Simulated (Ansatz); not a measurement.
Calculated with Ansatz (gas phase, PBE0-D4/def2-TZVP geometries, no zero-point term in ΔE). CCSD(T)/CBS adds triple-zeta CCSD(T) − MP2 to the extrapolated MP2 energy (def2 sets, frozen cores). This one scheme is used for every species. Functionals use def2-TZVPP. def2 core potentials past Kr. For Sn outer-core shells are correlated without core-valence functions, which leaves a few kJ/mol of doubt a bond. Each species was taken in one conformer, which may not be the lowest.

`[OH][SnH]([Cl])[CH2]F` + H₂ → `[CH3][SnH]([OH])[Cl]` + H–F  (hydrogenolysis of a C–F bond)

CCSD(T)/CBS gives -149.2 kJ/mol.

Question: Another level gave -129.7 kJ/mol. Which?
A. PBE/def2-TZVPP
B. BLYP-D4/def2-TZVPP
C. B2PLYP/def2-TZVPP
D. CCSD(T)/def2-TZVPP

Answer: A. PBE -129.7, CCSD(T)/def2-TZVPP -146.5, B2PLYP -139.8, BLYP-D4 -120.9 kJ/mol.

Largest T1 diagnostic among the species: 0.012.

From PBE to PBE0 (25 % exact exchange), in def2-TZVPP and without D4, ΔE moves by −11.0 kJ/mol. At CCSD(T), def2-SVP lies +15.7 kJ/mol from the extrapolated value and def2-TZVPP +2.7 kJ/mol.

CCSD(T)/CBS has its own doubt, a few kJ/mol and more with outer-core shells, so smaller differences from it don't rank the levels.
